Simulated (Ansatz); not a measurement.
C2H3BOSe can be A, `C=C1OB1[SeH]`, or B, `BOC=C=[Se]`.

Program: Ansatz. Geometries: PBE0-D4/def2-TZVP. ΔE: electronic, gas phase. CCSD(T)/CBS is the MP2 limit (def2-TZVPP, def2-QZVPP) plus CCSD(T) − MP2 in def2-TZVPP, frozen cores. Functionals use def2-TZVPP. B3LYP here is the variant with VWN-RPA as its local correlation; programs differ in this. For Se outer-core shells are correlated without core-valence functions, which leaves a few kJ/mol of doubt a bond. Scalar relativity is left out up to krypton. Each species was taken in one conformer, which may not be the lowest.

(1) Which is lower in electronic energy at CCSD(T)/CBS, and by how much? (Estimate.)

(2) Give E(B) − E(A) in kJ/mol with PBE0-D4, r2SCAN-D4, HF/def2-TZVPP, B3LYP, B2PLYP, B3LYP-D4, CCSD/def2-TZVPP. (Estimate.)

Largest T1 diagnostic: 0.017.

Results:

(1) Ansatz gave: A, by 99.9 kJ/mol.

(2) Computed: PBE0-D4 117.7, r2SCAN-D4 113.2, HF/def2-TZVPP 89.1, B3LYP 93.0, B2PLYP 94.7, B3LYP-D4 92.4, CCSD/def2-TZVPP 103.4. None reverses the order clearly.

In def2-TZVPP, CCSD(T) changes the Hartree–Fock value by +11.4 kJ/mol (the triples alone add −2.9 kJ/mol) and MP2 by +18.1 kJ/mol. From PBE to PBE0 (25 % exact exchange), in def2-TZVPP and without D4, E(B) − E(A) moves by +6.2 kJ/mol.
